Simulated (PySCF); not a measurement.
## Electric field gradients and quadrupole coupling constants

Compound: 2,3-dimethylbutanoic acid, C6H12O2.
Cartesian coordinates in Å at the GFN2-xTB level; atoms count from 1:
```xyz
20
C6H12O2 angstrom
C     -1.013   -0.955    1.370
C     -0.837    0.222    0.411
C     -1.552   -0.061   -0.907
C      0.666    0.537    0.220
C      0.899    1.689   -0.758
C      1.403   -0.691   -0.261
O      1.342   -1.173   -1.361
O      2.171   -1.218    0.703
H     -0.670   -1.878    0.908
H     -2.062   -1.075    1.631
H     -0.446   -0.798    2.286
H     -1.286    1.111    0.869
H     -1.597    0.829   -1.528
H     -2.571   -0.388   -0.711
H     -1.038   -0.843   -1.460
H      1.079    0.796    1.200
H      0.693    1.366   -1.774
H      0.252    2.527   -0.510
H      1.933    2.023   -0.709
H      2.628   -2.012    0.380
```

Field gradients from the PBE0/pcSseg-1 density (PySCF, non-relativistic), principal values in atomic units, ordered |Vxx| ≤ |Vyy| ≤ |Vzz|:

```tsv
atom	Vxx	Vyy	Vzz
O7	0.6613	0.9140	-1.5753
O8	-0.4760	-1.1449	1.6209
```

Task: Find the asymmetry η = (Vxx − Vyy)/Vzz and the couplings χ = eQV/h (234.96 MHz × Q in barn × V in au), with Q(17O) = −0.0256 b.

Result: 
```csv
atom,environment,nucleus,η,χzz (MHz),χxx (MHz),χyy (MHz)
O7,acid carbonyl oxygen,17O,0.16,9.48,-3.98,-5.50
O8,acid hydroxyl oxygen,17O,0.41,-9.75,2.86,6.89
```

The tensor is traceless: Vxx + Vyy + Vzz = 0.

Task: What is Vzz at O7 in SI units (1 au = 9.71736 × 10²¹ V/m²)?

Result: -1.5753 au = -15.308 × 10²¹ V/m².

Task: What couplings would deuterons (Q(2H) = 0.00286 b) have in place of the hydrogens, at this geometry?

Result: 
```csv
atom,bonded to,bond length (Å),Vzz (au),η,χzz (kHz)
H9,C1,1.088,0.3124,0.03,210
H10,C1,1.088,0.3155,0.02,212
H11,C1,1.088,0.3142,0.02,211
H12,C2,1.097,0.2938,0.01,197
H13,C3,1.086,0.3181,0.02,214
H14,C3,1.088,0.3156,0.03,212
H15,C3,1.087,0.3074,0.03,207
H16,C4,1.094,0.2920,0.02,196
H17,C5,1.086,0.3122,0.02,210
H18,C5,1.087,0.3160,0.02,212
H19,C5,1.088,0.3144,0.03,211
H20,O8,0.971,0.4330,0.09,291
```

One conformer (not necessarily the lowest) at the GFN2-xTB geometry, without solvent, vibrations or thermal averaging. GFN2-xTB bond lengths can be off by several hundredths of an ångström, more for odd bonds, and the gradients follow them. A larger basis could move these couplings by a tenth or more.

These values come from a run that also computed NMR shieldings. Hardware: one thread, x86-64 server (shared host). Cost: 22 s wall.
